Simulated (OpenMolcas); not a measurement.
An atom or ion with 32 electrons was computed by SS-CASPT2, IPEA 0.25 Eh, imaginary shift 0.1 Eh with spin-orbit coupling (OpenMolcas, ANO-RCC-VTZP, DKH2). The lowest levels that the run gave, each within 12 % of the measured value where one is at hand:

| J | Parity | E (cm-1) | g |
| --- | --- | --- | --- |
| 0 | even | 0.0 |  |
| 1 | even | 3350 | 1.501 |
| 2 | even | 7040 | 1.466 |
| 2 | even | 19540 | 1.036 |
| 0 | even | 39760 |  |

Question: Which ion is it, and what are the configurations and terms?

Answer: Kr⁴⁺ (Z = 36, charge +4; active space 2 electrons in 3 orbitals (4p)). J, parity and g give the terms where levels are pure, and mixed ones are named by the computed weights; the size of the splittings, set against known spectra of the 32-electron sequence, gives the charge. In order, with the measured energies in cm-1 (Saloman, J. Phys. Chem. Ref. Data 36, 215 (2007)): 4s2 4p2 3P0, 4s2 4p2 3P1 (3743), 4s2 4p2 3P2 (7595), 4s2 4p2 1D2 (19723), 4s2 4p2 1S0 (39204).

CASPT2 does not keep the components of a term degenerate, so their means are used; among the terms shown or strongly mixed into the levels shown the widest spread is 100 cm-1 (4s2 4p2 1D). With the s shell closed, the reference lacks s² → p² mixing. Computed and measured levels are paired by configuration, term and J; levels that our copy of the source lacks, or whose pairing is in doubt (as where it misses far off the trend of its configuration), stay unpaired and out of the deviations. Levels of configurations outside the active space are missing.
